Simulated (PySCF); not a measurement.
Input file for PySCF: R-HF/3-21G on C2H7N (SMILES CCN), a point of a torsion scan.

```python
from pyscf import gto, scf, dft, mp
from pyscf.data.elements import chemcore

mol = gto.M(
    atom='''
    C     1.03319647    0.44924947   -0.01213621
    C    -0.09430751   -0.55649081   -0.21770896
    N    -1.38035956    0.11367948   -0.07422050
    H     1.99800701   -0.04926717   -0.05663002
    H     1.00016109    1.21775240   -0.78114542
    H     0.92165994    0.92786609    0.95609062
    H    -0.03070777   -1.32241270    0.56035652
    H     0.02791018   -1.05774465   -1.19208641
    H    -1.61321529    0.61243100   -0.92699213
    H    -2.11798454   -0.56568292    0.07896812
    ''',
    basis='3-21g',
    charge=0, spin=0, verbose=3, max_memory=1800)
mf = scf.RHF(mol)
mf.conv_tol = 1e-8
mf.max_cycle = 100
mf.kernel()
if not mf.converged:
    mf = mf.newton().run(mf.mo_coeff, mf.mo_occ)
```

**Question.** Give the final energy of this run.

**Answer.** -133.5015 hartree.
